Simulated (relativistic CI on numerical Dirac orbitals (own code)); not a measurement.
Energy levels of Ga28+

Calculated at this level of theory: Dirac-Coulomb-Breit CI, orbitals from a KLI potential per configuration, QED by a radiative potential, unscaled Slater integrals (own radial code, finite nucleus).

CI space (outside the closed core 1s2): 2s, 2p, 3s, 3p, 3d, 4s, 4p, 4d, 4f, 5s, 5p, 5d, 5f, 5g. Levels of other configurations are missing.

The lowest level is 2s 2S_1/2, with 100 % of that term; Hund's rules for 2s give 2S with J = 1/2, in agreement.

```tsv
No.	Configuration	Term	J	E (eV)	%	Next component (%)	Landé g
1	2s	2S	1/2	0.00	100		1.994
2	2p	2P°	1/2	59.79	100		0.658
3	2p	2P°	3/2	93.90	100		1.328
4	3s	2S	1/2	1674.96	100		1.999
5	3p	2P°	1/2	1691.56	100		0.662
6	3p	2P°	3/2	1701.66	100		1.331
7	3d	2D	3/2	1707.79	100		0.797
8	3d	2D	5/2	1710.98	100		1.198
9	4s	2S	1/2	2252.75	100		2.000
10	4p	2P°	1/2	2259.59	100		0.664
11	4p	2P°	3/2	2263.84	100		1.333
12	4d	2D	3/2	2266.38	100		0.798
13	4d	2D	5/2	2267.73	100		1.199
14	4f	2F°	5/2	2267.86	100		0.855
15	4f	2F°	7/2	2268.54	100		1.142
16	5s	2S	1/2	2518.05	100		2.001
17	5p	2P°	1/2	2521.50	100		0.665
18	5p	2P°	3/2	2523.67	100		1.333
19	5d	2D	3/2	2524.97	100		0.799
20	5d	2D	5/2	2525.66	100		1.200
21	5f	2F°	5/2	2525.73	100		0.856
22	5f	2F°	7/2	2526.08	100		1.142
23	5g	2G	7/2	2526.08	100		0.888
24	5g	2G	9/2	2526.28	100		1.110
```

Energies count from the lowest computed level; ° marks odd parity.

The mean weight of the leading LS term, summed over parents, in these 24 levels is 100 %, and that of the leading jj configuration (from the same eigenvectors) 100 %.

At this charge energies of transitions that change n are usually good to better than 1 %, and those within a shell (Δn = 0) to a few per cent.
